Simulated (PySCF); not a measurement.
Calculation: B3LYP-D3(BJ)/def2-TZVP run with PySCF. Gas-phase values, no solvent. One relaxed conformer stands for a flexible species; it need not be the lowest. B3LYP has the VWN-RPA correlation part, as in Gaussian. 

Reference species (SMILES): `C=NCO` (C–N–C–O torsion -130°, N–C–O–H torsion -47°) (neutral, multiplicity 1).

| Item | Value |
|---|---|
| HOMO | -7.52 eV |
| HOMO–LUMO gap | 6.59 eV |

Changed species: `C=C(N)O`.

Q: Give the shifts of the HOMO and HOMO–LUMO gap.

A: the HOMO rises by 1.55 eV, to -5.97 eV; the HOMO–LUMO gap falls by 0.18 eV, to 6.41 eV.
